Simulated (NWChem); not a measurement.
System: C3H4Cl2Si; SMILES Cl[Si](C#C)(C)Cl

Results from NWChem. The geometry was optimised at PBE0/def2-SVP. Level: PBE0/def2-SVP with SMD, gas-phase geometry; reactions with the solvents are ignored.

```tsv
SMD term (kcal/mol)	water	toluene
distortion of the solute's density	0.82	0.24
polarisation	-5.93	-3.05
cavity, dispersion and structure	5.29	-1.04
```

Question: Sum the solvation free energies, find the transfer free energy from water to toluene and the partition coefficient at 298.15 K.

Answer: 
1. ΔG(solv, water) = 0.18 kcal/mol and ΔG(solv, toluene) = -3.85 kcal/mol (1 M gas to 1 M solution).
2. Transfer: -3.85 − (0.18) = -4.03 kcal/mol.
3. log₁₀ K(toluene/water) = −ΔG/(RT ln 10) = 4.03/1.364 = 3.0, so the model puts more of the solute in toluene.
4. Of the transfer energy, 2.30 kcal/mol is electrostatic and -6.33 comes from the non-electrostatic term. The two phases are taken as the pure solvents.
